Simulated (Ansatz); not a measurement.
Consider the ligand exchange at a B–N bond: `BN[CH2][GaH2]` + `OB1CO1` → `BOB1CO1` + `N[CH2][GaH2]`.

Calculated with Ansatz (gas phase, PBE0-D4/def2-TZVP geometries, no zero-point term in ΔE). CBS: MP2 limit from def2 TZ/QZ plus the TZ coupled-cluster correction, frozen cores. DFT in def2-TZVPP. B3LYP here is the variant with VWN-RPA as its local correlation; programs differ in this. HSE06 is defined as in plane-wave codes. For Ga outer-core shells are correlated without core-valence functions, which leaves a few kJ/mol of doubt a bond. Scalar relativity is left out up to krypton. Each species was taken in one conformer, which may not be the lowest.

`BN[CH2][GaH2]`:

Cartesian coordinates in Å:
```
B 0.586 1.120 1.574
N 0.596 0.034 0.717
C -0.540 -0.557 0.039
Ga -0.417 -0.577 -1.946
H 1.623 1.501 2.034
H -0.460 1.649 1.825
H 1.481 -0.395 0.490
H -0.715 -1.586 0.384
H -1.437 0.001 0.321
H 0.966 -0.267 -2.626
H -1.682 -0.923 -2.812
```

`OB1CO1`:

Cartesian coordinates in Å:
```
O 1.386 -0.378 1.119
B 0.285 -0.296 0.359
C -0.717 0.263 -0.619
O -0.786 -1.055 0.116
H 1.963 0.384 1.041
H -0.622 0.135 -1.694
H -1.508 0.946 -0.322
```

`BOB1CO1`:

Z-matrix (Å, degrees):
```
C
O 1 1.522
B 1 1.502 2 52.2
H 1 1.086 2 112.2 3 114.9
H 1 1.086 2 112.2 3 -114.9
O 3 1.352 1 155.8 2 177.5
B 6 1.364 3 126.2 1 163.1
H 7 1.195 6 117.0 3 173.4
H 7 1.198 6 119.9 3 -7.4
```

`N[CH2][GaH2]`:

```xyz
9

N     0.502    0.076   -1.347
C    -0.418   -0.376   -0.312
Ga   -0.132    0.555    1.409
H     1.463    0.037   -1.035
H     0.435   -0.495   -2.182
H    -1.446   -0.156   -0.621
H    -0.400   -1.462   -0.112
H     1.230    1.303    1.667
H    -1.233    0.517    2.532
```

```csv
level,ΔE (kJ/mol),difference from CCSD(T)/CBS
PBE-D4,52.2,14.0
revPBE-D4,50.2,12.0
BLYP-D4,45.2,7.0
r2SCAN-D4,45.1,6.9
B97M-V,40.1,1.9
B3LYP-D4,41.5,3.3
r2SCANh-D4,43.8,5.6
r2SCAN0-D4,41.9,3.7
HSE06-D4,46.8,8.6
BHLYP-D4,34.4,-3.8
CAM-B3LYP-D4,40.2,2.0
ωB97X-V,37.9,-0.3
ωB97M-V,40.6,2.4
B2PLYP,39.4,1.2
PBE-QIDH,41.6,3.4
PBE,51.2,13.0
revPBE,47.6,9.4
BLYP,43.1,4.9
r2SCAN,44.8,6.6
B3LYP,39.9,1.7
r2SCANh,43.4,5.2
HSE06,45.9,7.7
BHLYP,33.0,-5.2
CAM-B3LYP,39.2,1.0
LC-ωPBE,42.6,4.4
RPA@PBE/def2-TZVPP,37.3,-0.9
HF/def2-SVP,21.1,-17.1
MP2/def2-SVP,46.4,8.2
CCSD/def2-SVP,42.6,4.4
CCSD(T)/def2-SVP,45.4,7.2
HF/def2-TZVPP,17.4,-20.8
MP2/def2-TZVPP,41.8,3.6
SCS-MP2/def2-TZVPP,37.2,-1.0
CCSD/def2-TZVPP,37.0,-1.2
CCSD(T)/def2-TZVPP,40.1,1.9
MP2/def2-QZVPP,40.3,2.1
SCS-MP2/def2-QZVPP,35.8,-2.4
HF/CBS(def2),16.0,-22.2
MP2/CBS(def2),39.9,1.7
CCSD/CBS(def2),35.1,-3.1
CCSD(T)/CBS,38.2,0
```

Largest T1 diagnostic among the species: 0.015.

From PBE to PBE0 (25 % exact exchange), in def2-TZVPP and without D4, ΔE moves by −5.5 kJ/mol. At CCSD(T), def2-SVP lies +7.2 kJ/mol from the extrapolated value and def2-TZVPP +1.9 kJ/mol.

CCSD(T)/CBS has its own doubt, a few kJ/mol and more with outer-core shells, so smaller differences from it don't rank the levels.
